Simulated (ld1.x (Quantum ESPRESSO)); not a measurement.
**Plane-wave convergence, ultrasoft potential for Ga**

ld1.x (Quantum ESPRESSO) 7.5 input, shortened:

```
&input
   title='Ga', zed=31., rel=1, dft='BP', iswitch=3,
   config='[Ar] 3d10 4s2 4p1'
 /
 &inputp
   pseudotype=3, tm=.true., lloc=-1, rcloc=2.35,
   nlcc=.false.,
   which_augfun='PSQ', rmatch_augfun_nc=.true.
 /
6
4S  1  0   2.00   0.00  1.85  2.10  0.0
4S  1  0   0.00  -0.25  1.85  2.10  0.0
4P  2  1   1.00   0.00  2.50  3.05  0.0
4P  2  1   0.00   1.85  2.50  3.05  0.0
3D  3  2  10.00   0.00  1.05  1.20  0.0
3D  3  2   0.00   1.80  1.05  1.20  0.0
 &test
   configts(1)='3d10 4s2 4p1'
 /
```

The pseudo-atom Hamiltonian at the reference potential is diagonalised in spherical Bessel functions j_l(qr) that vanish at 20 bohr, with q² up to the cutoff. All-electron valence levels (Ry): 4s -0.6695, 4p -0.1997, 3d -1.4169.

Task: How do the lowest levels (Ry) of each channel move with the cutoff, and are there ghosts?

Result:

```csv
cutoff (Ry),s #1,s #2,p #1,d #1,f #1,Σ f·Δε (mRy)
8,-0.6694,-0.0257,-0.1996,0.0446,0.0969,14615.9
21,-0.6695,-0.0258,-0.1997,-0.5722,0.0969,8447.6
40,-0.6695,-0.0258,-0.1997,-1.3020,0.0969,1149.4
70,-0.6695,-0.0258,-0.1997,-1.4148,0.0969,21.1
110,-0.6695,-0.0258,-0.1997,-1.4165,0.0969,4.2
200,-0.6695,-0.0258,-0.1997,-1.4169,0.0969,0.2
400,-0.6695,-0.0258,-0.1997,-1.4169,0.0969,0.0
```

Result: no extra level below or beside the all-electron valence levels (s, p, d, f tested); 10 mRy is reached at 100 Ry and 1 mRy at 160 Ry.

1 of 7 tests not solved or not reliable.
